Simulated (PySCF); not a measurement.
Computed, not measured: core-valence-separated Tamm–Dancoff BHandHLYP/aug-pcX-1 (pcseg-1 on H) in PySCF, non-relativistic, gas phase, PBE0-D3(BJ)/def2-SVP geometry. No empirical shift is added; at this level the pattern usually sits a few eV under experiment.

Main lines of an unknown, eV (oscillator strength): C K: 283.0 (0.051), 283.1 (0.118), 283.3 (0.146), 285.9 (0.036), 286.1 (0.018); N K: 396.5 (0.060). Listed: the first five lines at most of each edge with a tenth or more of its strongest line's intensity; roots within 0.03 eV on the same or equivalent atoms are summed. Only the lowest roots were sought, and the top ones are left out.

Task: Which candidate gives them?
A. `Cc1ccncc1`
B. `N#CC=C1CCC1`

Result: A. 

- `Cc1ccncc1`: C K: 283.0 (0.051), 283.1 (0.118), 283.3 (0.146), 285.9 (0.036), 286.1 (0.018); N K: 396.5 (0.060). First C line listed at 283.0 eV, hole on the substituted aromatic carbon (1s→π*); first N line listed at 396.5 eV, hole on the pyridine-type nitrogen.
- `N#CC=C1CCC1`: C K: 282.4 (0.067), 283.2 (0.040), 283.7 (0.046), 284.0 (0.065), 285.8 (0.011); N K: 396.9 (0.054), 397.2 (0.064). First C line listed at 282.4 eV, hole on the fully substituted alkene carbon (1s→π*); first N line listed at 396.9 eV, hole on the nitrile nitrogen (1s→π*).

One conformer each; other structures than these candidates weren't tested.
